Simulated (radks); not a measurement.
Question: Coherent X-ray form factor from a spherical all-electron density. Calculated with a radial shooting solver on a logarithmic mesh with Libxc functionals: Dirac Kohn-Sham, PBEsol, spin-unpolarised, spherical densities, point nucleus.

sin(theta)/lambda (1/angstrom),f0 (electrons)
0.05,69.369
0.1,67.587
0.15,64.929
0.2,61.734
0.25,58.303
0.3,54.858
0.4,48.420
0.5,42.868
0.6,38.161
0.8,30.648
1,25.050
1.25,20.251
1.5,17.251
2,13.671

The species is in the configuration that NIST lists as its ground one. Which atom or ion scatters so?

Answer: The tantalum ion Ta3+, [Xe] 4f14 5d2. Extrapolating in s^2 from the first two rows gives f0(0) = 70.0, near the electron count 70; among species with that count, the fall with angle is slower the higher Z, and the table is that of Z = 73; from so few rows the species is fixed only to a neighbour or two.
